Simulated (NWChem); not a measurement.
## Total energies of phosphorus nitride (NP)

```
N
P 1 1.4886
```
Charge 0, spin multiplicity 1.

Program: NWChem. The geometry was optimised at PBE0/def2-SVP, a minimum by its harmonic frequencies.

Basis set: def2-TZVP (68 functions).

| method | total energy (Ha) |
|---|---|
| RHF | -395.17500 |
| MP2 | -395.52039 |
| B2PLYP | -395.94588 |
| PBE | -395.88281 |
| B3LYP | -396.11584 |
| PBE0 | -395.89837 |
| CCSD(T) | -395.54288 |

Total energies of different functionals aren't comparable as a measure of quality: only differences taken within one method are. 

The correlated methods keep 6 core orbitals frozen. B3LYP has NWChem's definition, with VWN1-RPA local correlation. Coupled-cluster values serve here as a point of comparison, not as the truth.
